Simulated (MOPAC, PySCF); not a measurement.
Isomers of CH4B2O. All species are isolated molecules in the gas phase. One relaxed conformer stands for each flexible species; it need not be the lowest. Strings in code marks are SMILES.

Quantity: vertical ionisation energy (energy after one electron is removed minus that of the parent at the parent's geometry), in eV.

Level 1: B3LYP/6-31G* // B3LYP-D3(BJ)/def2-TZVP (PySCF)
Level 2: PBE/6-31G* // B3LYP-D3(BJ)/def2-TZVP (PySCF)
Level 3: minus the HOMO energy of PBE-D3(BJ)/def2-TZVP // B3LYP-D3(BJ)/def2-TZVP (PySCF)
Level 4: minus the HOMO energy of PM7 // B3LYP-D3(BJ)/def2-TZVP (MOPAC)

```tsv
species	level 1	level 2	level 3	level 4
`[H]/B=C/OB`	8.63	8.62	5.44	9.10
`OC1BB1`	___	8.98	5.96	9.04
`BB1CO1`	10.14	9.99	6.74	10.59
`B1BOC1`	9.88	___	6.26	___
`BOB=C`	8.20	8.27	5.24	___
`BBC=O`	___	9.19	5.82	___
`C=BBO`	8.89	8.89	___	9.53
```

Task: What belongs in the gaps?

Result: 
- `OC1BB1`, level 1: 8.96
- `B1BOC1`, level 2: 9.62
- `B1BOC1`, level 4: 9.66
- `BOB=C`, level 4: 8.72
- `BBC=O`, level 1: 9.41
- `BBC=O`, level 4: 9.73
- `C=BBO`, level 3: 5.85
